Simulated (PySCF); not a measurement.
B(H)2(SH) (BH3S), SMILES SB. Coordinates come from a ωB97X-D3(BJ)/def2-TZVP optimisation.

TDA-ωB97X/def2-TZVPD (PySCF) puts the lowest singlet excitations at 6.38, 6.68, 6.97, 7.15, 8.22, 8.37 eV.

Task: What are the lowest excitation roots from ADC(2)/aug-cc-pVDZ (PySCF)? (An estimate is asked for; the answer gives what the named calculation found.)

Result: 6.29, 6.51, 7.01, 7.35, 8.19, 8.20 eV. S1 differs by -0.09 eV (second minus first; roots are paired by order, and the bases may differ).
